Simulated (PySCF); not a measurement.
**Working out the ionisation energy of Kr¹⁶⁺**

Kr¹⁶⁺ [Ar] 3d2 (3F) → Kr¹⁷⁺ [Ar] 3d1 (2D). Computed with PySCF 2.14 in an even-tempered Gaussian basis (19 s from 1.4 bohr⁻², ratio 2.5; 12 p from 1.8 bohr⁻², ratio 2.5; 8 d from 1.8 bohr⁻², ratio 2.5; 4 f from 6.2 bohr⁻², ratio 2.7; 4 g from 9.3 bohr⁻², ratio 2.7), with scalar relativity by spin-free X2C-1e. Frozen: [Ne]; the 31 highest virtual orbitals dropped. Energies in hartree (1 hartree = 27.21139 eV):

```csv
part,Kr¹⁶⁺ (lower),Kr¹⁷⁺ (upper)
UHF,-2659.063834,-2637.364355
MP2 opposite-spin,-0.291412,-0.289194
MP2 same-spin,-0.101509,-0.096784
```

What does Hartree-Fock give?

(-2637.364355) − (-2659.063834) = 21.699479 hartree = 590.473 eV.

What do MP2 and SCS-MP2 (6/5 opposite-spin, 1/3 same-spin) give?

The opposite-spin parts differ by 0.060 eV and the same-spin parts by 0.129 eV. MP2: 590.473 + (0.060) + (0.129) = 590.662 eV. SCS-MP2: 590.473 + 1.2 × (0.060) + (0.129)/3 = 590.588 eV.

Reference: 591 ± 3 eV (theoretical estimate listed by NIST; NIST Atomic Spectra Database, ionization energies), between the lowest levels; spin-orbit coupling is absent from the calculation.

What remains against the reference includes basis incompleteness, the frozen core and correlation beyond second order.
